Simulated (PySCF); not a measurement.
Computed shifts of a molecule CH7AlOSi, PBE0/pcSseg-1 in PySCF, GIAO, gas phase, equivalent atoms averaged, in ppm (number of nuclei): ¹³C: -4.1 (1). ¹H: 3.66 (1), 3.24 (3), 0.12 (3). ²⁹Si: -137.9 (1). References: ¹³C against TMS (σ = 186.3 ppm); ¹H against TMS (σ = 31.56 ppm); ¹⁷O against H2O (σ = 334.2 ppm); ²⁹Si against TMS (σ = 352.7 ppm), references at their B3LYP-D3(BJ)/def2-TZVP geometries, non-relativistic. The structure is a stationary point at r2SCAN-D4/def2-SVP. The values are those of a single conformer.

Problem. Identify the compound among the candidates.
A. [CH3][Al]([OH])[SiH3]
B. [CH3][AlH][O][SiH3]
C. C[O][AlH][SiH3]

Solution. A, [CH3][Al]([OH])[SiH3]
